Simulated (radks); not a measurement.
Q: The mean radii <r> (bohr) of the occupied orbitals of an atom or ion are listed with their occupations. Method: scalar-relativistic Kohn-Sham, LDA (Slater exchange, VWN5 correlation), spin-polarised, spherical densities, finite nucleus; Fermi nuclear charge, rms radius of each element as measured or else 0.836 A^(1/3) + 0.57 fm; computed with a radial shooting solver on a logarithmic mesh with Libxc functionals.

| orbital | occ. | <r> |
|---|---|---|
| 1s up | 1 | 0.02234 |
| 1s down | 1 | 0.02234 |
| 2s up | 1 | 0.09505 |
| 2s down | 1 | 0.09505 |
| 2p up | 3 | 0.08377 |
| 2p down | 3 | 0.08377 |
| 3s up | 1 | 0.2465 |
| 3s down | 1 | 0.2464 |
| 3p up | 3 | 0.2440 |
| 3p down | 3 | 0.2439 |
| 3d up | 5 | 0.2208 |
| 3d down | 5 | 0.2206 |
| 4s up | 1 | 0.5036 |
| 4s down | 1 | 0.5035 |
| 4p up | 2 | 0.5153 |

Name the element and its charge. Open shells, if any, are filled with parallel spins first.

A: Z = 63, europium, charge +31: Eu31+ in [Ar] 3d10 4s2 4p2. The 1s radius gives Z: for a bare nucleus <r> = (2 gamma + 1)/(2Z) with gamma = sqrt(1 - (Z/c)^2), 0.02203 bohr for Z = 63, and screening makes it slightly larger (0.02234 here). The occupations add up to 32, and the charge is Z minus that.
